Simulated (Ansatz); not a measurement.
Total energies of Ta(NH)(OSiH3)3 (TaSi3NO3H10) from Ansatz at revPBE-D4/def2-TZVPD, gas phase (1 Eh = 27.2114 eV = 2625.5 kJ/mol). The reference geometry is relaxed at PBE-D4/def2-SVP.

```tsv
state	geometry	energy (Eh)
charge 0 singlet	reference	-1212.24152
charge -1 doublet	reference	-1212.23624
free Ta atom (quartet)	–	-56.89613
free N atom (quartet)	–	-54.58783
free H atom (doublet)	–	-0.50412
free O atom (triplet)	–	-75.07236
free Si atom (triplet)	–	-289.31548
```

In the def2 sets Ta takes a core potential; there is no spin–orbit coupling.

(1) Work out the vertical electron affinity, to the doublet.

(2) What is the binding energy per atom against free atoms?

(1) E(charge 0 singlet) − E(charge -1 doublet) = -1212.24152 − (-1212.23624) = -0.00528 Eh = -0.14 eV; negative, so the extra electron isn't bound.

(2) Atoms: 1 × (-56.89613) + 1 × (-54.58783) + 10 × (-0.50412) + 3 × (-75.07236) + 3 × (-289.31548) = -1209.68868 Eh. Binding: -1209.68868 − (-1212.24152) = 2.55284 Eh = 69.47 eV, or 3.86 eV for each of 18 atoms (no zero-point energy, no counterpoise term).

At revPBE-D4/def2-TZVPD the highest occupied level of the charge -1 doublet lies above zero (up to 1.77 eV). By energy differences it is unbound by 0.14 eV (vertical, against the charge 0 singlet, at revPBE-D4/def2-TZVPD) and held by the finite basis.
